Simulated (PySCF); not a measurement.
# As²⁺: excitation energy

As²⁺ [Ar] 3d10 4s2 4p1 (2P) → As²⁺ [Ar] 3d10 4s2 5s1 (2S), as a difference of total energies. Computed with PySCF 2.14 in aug-cc-pVQZ-PP with ECP10MDF (7s6p5d3f2g, 89 functions), with a scalar-relativistic core potential. Correlated levels: valence: 3s2 3p6 3d10 frozen. The calculations carry no spin-orbit coupling.

```tsv
method	excitation energy (eV)
UHF	12.856
MP2 (valence)	12.841
SCS-MP2 (valence)	12.874
CCSD (valence)	12.839
CCSD(T) (valence)	12.825
```

Q: How much does correlation contribute at CCSD(T) (valence)?

A: 12.825 − (12.856) = -0.031 eV, measured against UHF.

The promoted electron is Rydberg-like, and one or two diffuse shells describe it only roughly, which tends to raise the upper state.

The coupled-cluster amplitudes are large for the upper state (T1 above 0.03 or a double amplitude above 0.15), so a single reference is strained.
